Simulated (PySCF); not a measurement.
SMILES [SiH3]O[SiH2][Si](Cl)(Cl)Cl (H5Cl3OSi3), GFN2-xTB optimised geometry.

```
12

Si     2.67    -0.35    -0.03
O      1.09    -0.77     0.00
Si    -0.52    -0.77     0.00
Si    -1.25     1.42     0.00
Cl    -3.27     1.49    -0.26
Cl    -0.87     2.42     1.73
Cl    -0.45     2.57    -1.48
H      3.17    -0.77    -1.33
H      3.27    -1.07     1.09
H      2.72     1.10     0.15
H     -0.92    -1.49     1.21
H     -0.93    -1.49    -1.21
```

Density from PBE0/def2-TZVP (PySCF 2.14.0) at that geometry.

Minimum of the electron density along straight lines between bonded atoms, close to the bond critical point (lines longer than 1.1 times the sum of covalent radii, or with two minima, are not listed):

| bond | length / Å | ρ at the minimum / e bohr⁻³ | ∇²ρ there / e bohr⁻⁵ | position (fraction from the first atom) |
|---|---|---|---|---|
| Si1–O2 | 1.632 | 0.134 | 0.91 | 0.41 |
| O2–Si3 | 1.610 | 0.142 | 0.98 | 0.58 |
| Si3–Si4 | 2.317 | 0.099 | -0.13 | 0.36 |
| Si4–Cl5 | 2.039 | 0.103 | 0.24 | 0.36 |
| Si4–Cl6 | 2.036 | 0.104 | 0.24 | 0.36 |
| Si4–Cl7 | 2.036 | 0.104 | 0.24 | 0.36 |
| Si1–H8 | 1.460 | 0.128 | 0.18 | 0.49 |
| Si1–H9 | 1.459 | 0.128 | 0.18 | 0.49 |
| Si1–H10 | 1.461 | 0.127 | 0.18 | 0.49 |
| Si3–H11 | 1.464 | 0.127 | 0.18 | 0.49 |
| Si3–H12 | 1.464 | 0.127 | 0.17 | 0.49 |
